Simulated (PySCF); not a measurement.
Heteronuclear NMR

Molfile (atoms numbered from 1):
```
C7H12N2O
     RDKit          3D

 22 22  0  0  0  0  0  0  0  0999 V2000
    2.8730   -1.3711   -0.0346 C   0  0  0  0  0  0  0  0  0  0  0  0
    1.4796   -1.1594   -0.0060 O   0  0  0  0  0  0  0  0  0  0  0  0
    1.0935    0.1407   -0.0325 C   0  0  0  0  0  0  0  0  0  0  0  0
    1.7818    1.3355   -0.0844 C   0  0  0  0  0  0  0  0  0  0  0  0
    0.7691    2.3060   -0.0857 C   0  0  0  0  0  0  0  0  0  0  0  0
   -0.4250    1.7571   -0.0383 N   0  0  0  0  0  0  0  0  0  0  0  0
   -0.2240    0.4347   -0.0061 N   0  0  0  0  0  0  0  0  0  0  0  0
   -1.3301   -0.4947    0.0490 C   0  0  0  0  0  0  0  0  0  0  0  0
   -2.1973   -0.3247   -1.1960 C   0  0  0  0  0  0  0  0  0  0  0  0
   -2.1342   -0.2496    1.3234 C   0  0  0  0  0  0  0  0  0  0  0  0
    3.0132   -2.4502   -0.0075 H   0  0  0  0  0  0  0  0  0  0  0  0
    3.3158   -0.9651   -0.9494 H   0  0  0  0  0  0  0  0  0  0  0  0
    3.3592   -0.9154    0.8334 H   0  0  0  0  0  0  0  0  0  0  0  0
    2.8395    1.4945   -0.1166 H   0  0  0  0  0  0  0  0  0  0  0  0
    0.8750    3.3721   -0.1197 H   0  0  0  0  0  0  0  0  0  0  0  0
   -0.8870   -1.4959    0.0675 H   0  0  0  0  0  0  0  0  0  0  0  0
   -1.6171   -0.5223   -2.0943 H   0  0  0  0  0  0  0  0  0  0  0  0
   -2.5679    0.6960   -1.2388 H   0  0  0  0  0  0  0  0  0  0  0  0
   -3.0386   -1.0114   -1.1638 H   0  0  0  0  0  0  0  0  0  0  0  0
   -2.5033    0.7725    1.3239 H   0  0  0  0  0  0  0  0  0  0  0  0
   -2.9758   -0.9346    1.3738 H   0  0  0  0  0  0  0  0  0  0  0  0
   -1.5100   -0.3953    2.2019 H   0  0  0  0  0  0  0  0  0  0  0  0
  1  2  1  0
  2  3  1  0
  3  4  2  0
  4  5  1  0
  5  6  2  0
  6  7  1  0
  7  8  1  0
  8  9  1  0
  8 10  1  0
  7  3  1  0
  1 11  1  0
  1 12  1  0
  1 13  1  0
  4 14  1  0
  5 15  1  0
  8 16  1  0
  9 17  1  0
  9 18  1  0
  9 19  1  0
 10 20  1  0
 10 21  1  0
 10 22  1  0
M  END
```

PySCF 2.14 calculation with structure optimised with GFN2-xTB and GIAO PBE0/pcSseg-1 shieldings; non-relativistic Hamiltonian, rapidly exchanging positions averaged, gas phase, one computed conformer.

**Question.** Where does ¹⁵N resonate?

**Answer.** 
```
atoms                         environment  σ (ppm)  δ (ppm)
   N6  pyridine-type nitrogen of an azole    -47.2   -104.6
   N7          pyrrole-type ring nitrogen     41.2   -186.0
```

Shieldings were converted by a linear fit to measured shifts: ¹⁵N: δ = -148.07 − 0.921σ (rms 6.3 ppm, 71 shifts vs CH3NO2, solution or neat liquid). Occasional misses reach two or three times the rms, and more in compound classes unlike the fitted ones.

On a 500 MHz spectrometer ¹⁵N resonates near 50.7 MHz, so 1 ppm is 50.7 Hz.

**Question.** Where does ¹⁷O resonate?

**Answer.** 
| atoms | environment | σ (ppm) | δ (ppm) |
| --- | --- | --- | --- |
| O2 | ether oxygen | 252.1 | 37.0 |

Shieldings were converted by a linear fit to measured shifts: ¹⁷O: δ = 266.70 − 0.911σ (rms 10.7 ppm, 155 shifts, 12.2 ppm with the 3 outliers that the fit left out vs liquid water, solution or neat liquid). Occasional misses reach two or three times the rms, and more in compound classes unlike the fitted ones.

On a 600 MHz spectrometer ¹⁷O resonates near 81.3 MHz, so 1 ppm is 81.3 Hz.
